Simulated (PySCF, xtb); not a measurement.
H9PSi3, SMILES [SiH3]P([SiH3])[SiH3].

xtb 6.7.1 with GFN2-xTB at its own geometry gives an orbital gap of 4.22 eV and a dipole moment of 1.78 D.

Coordinates come from a r2SCAN-D4/def2-SVP optimisation.

**Question.** What does PBE/def2-TZVP (PySCF) give? (The exact figures need the calculation; the answer reports its results.)

**Answer.** gap 5.27 eV (levels -6.33 and -1.06 eV), dipole 0.42 D.
